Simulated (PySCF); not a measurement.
Job file and geometry (Å, from GFN2-xTB) of an NMR shielding run on `CCO[SiH]1CC=CC1`, C₆H₁₂OSi, GIAO PBE0/pcSseg-1 NMR shielding, non-relativistic, gas phase (PySCF 2.14.0, density-fitted response routines); density fitting, a coarse starting grid and PySCF grid level 2 are the driver's defaults:

```
$ OMP_NUM_THREADS=1 python probes_run.py task.json out

{"job": {"kind": "nmr", "xc": "PBE0", "basis": "pcSseg-1"}, "charge": 0, "multiplicity": 1}
C      3.264019     0.626942     0.530837
C      2.252749    -0.333049    -0.075657
O      0.987547    -0.092724     0.480007
Si    -0.425718    -0.791934     0.100836
C     -1.749342    -0.011391     1.210791
C     -2.775995     0.490376     0.242971
C     -2.549641     0.383939    -1.054554
C     -1.265761    -0.237568    -1.522218
H      2.953329     1.652215     0.348632
H      3.327341     0.470584     1.604091
H      4.242935     0.465752     0.087811
H      2.208213    -0.200837    -1.162908
H      2.540984    -1.371851     0.125451
H     -0.331793    -2.257392     0.174265
H     -2.205541    -0.723734     1.897482
H     -1.377216     0.812809     1.820271
H     -3.678164     0.937254     0.637272
H     -3.252767     0.734850    -1.797338
H     -0.687820     0.503186    -2.080981
H     -1.482508    -1.046749    -2.221003
```

Problem. What does the program print?

Solution. 
```
coarse grid: 16672 points
cycle   1  E = -599.8852400624  dE =  9.988e-01  |g| = 7.566e-01  |ddm| = 3.949e+00
cycle   2  E = -599.7650854479  dE =  1.202e-01  |g| = 1.099e+00  |ddm| = 1.647e+00
cycle   3  E = -600.0009935893  dE = -2.359e-01  |g| = 1.309e-01  |ddm| = 1.131e+00
cycle   4  E = -600.0041189761  dE = -3.125e-03  |g| = 4.271e-02  |ddm| = 1.319e-01
cycle   5  E = -600.0045464259  dE = -4.274e-04  |g| = 7.360e-03  |ddm| = 4.330e-02
cycle   6  E = -600.0045563771  dE = -9.951e-06  |g| = 3.460e-03  |ddm| = 9.834e-03
cycle   7  E = -600.0045592949  dE = -2.918e-06  |g| = 7.681e-04  |ddm| = 3.225e-03
final grid: 154848 points
cycle   8  E = -600.0628770030  dE = -3.092e-05  |g| = 1.147e-02  |ddm| = 2.811e-02
cycle   9  E = -600.0628524477  dE =  2.456e-05  |g| = 1.612e-02  |ddm| = 1.974e-02
cycle  10  E = -600.0629051396  dE = -5.269e-05  |g| = 1.641e-03  |ddm| = 1.214e-02
cycle  11  E = -600.0629056959  dE = -5.563e-07  |g| = 1.879e-04  |ddm| = 1.555e-03
cycle  12  E = -600.0629057029  dE = -6.963e-09  |g| = 4.474e-05  |ddm| = 2.188e-04
cycle  13  E = -600.0629057032  dE = -2.938e-10  |g| = 2.527e-05  |ddm| = 6.008e-05
converged SCF energy = -600.0629057032

GIAO shielding tensors (ppm)
atom      isotropic    diamagn.    paramagn.     s11        s22        s33       span
  0 C      166.339     245.865     -79.526    148.436    164.627    185.955     37.519
  1 C      123.708     242.486    -118.778     93.475    109.835    167.813     74.338
  2 O      289.797     401.177    -111.380    258.415    292.257    318.719     60.304
  3 Si     338.368     881.888    -543.520    279.177    343.397    392.531    113.354
  4 C      165.766     255.326     -89.560    149.723    162.950    184.624     34.901
  5 C       48.923     255.327    -206.403    -62.088     63.488    145.371    207.459
  6 C       49.783     255.226    -205.443    -60.411     68.376    141.383    201.794
  7 C      166.718     256.171     -89.453    154.169    166.346    179.639     25.470
  8 H       30.214      29.754       0.460     26.385     28.999     35.258      8.873
  9 H       30.170      28.571       1.599     26.492     28.461     35.557      9.064
 10 H       30.741      26.405       4.337     26.767     27.677     37.780     11.013
 11 H       27.853      30.967      -3.114     22.242     28.798     32.519     10.277
 12 H       27.747      29.330      -1.583     22.727     27.797     32.716      9.989
 13 H       26.284      30.506      -4.221     23.072     24.604     31.177      8.105
 14 H       30.094      30.909      -0.815     25.726     27.945     36.610     10.884
 15 H       30.097      33.040      -2.943     25.984     28.227     36.081     10.097
 16 H       25.634      29.554      -3.920     23.433     26.121     27.347      3.913
 17 H       25.659      29.749      -4.090     23.310     26.182     27.485      4.175
 18 H       30.138      33.429      -3.291     26.032     28.351     36.031      9.999
 19 H       30.305      31.350      -1.045     25.859     28.200     36.858     10.999
```

Problem. Turn these shieldings into chemical shifts. Referencing at the same level of theory: 13C (186.93 ppm) and 29Si (349.16 ppm) and 1H (31.72 ppm) vs TMS; 17O (336.08 ppm) vs H2O.

Solution. Averaging equivalent atoms: C 5/6: 137.6; C 1: 63.2; C 4/7: 20.7; C 0: 20.6; O 2: 46.3; Si 3: 10.8; H 16/17: 6.07; H 13: 5.43; H 11/12: 3.92; H 15/18: 1.60; H 14/19: 1.52; H 8/9/10: 1.34 ppm. Experimental scales use liquid or dissolved standards, which lie at an offset from isolated H2O (liquid H2O: subtract about 36 ppm).

Size and cost of the density-fitted run: 203 basis functions, 110 s wall time (87 s CPU) on 1 thread of an Intel Xeon, shared host; peak memory 0.91 GiB.
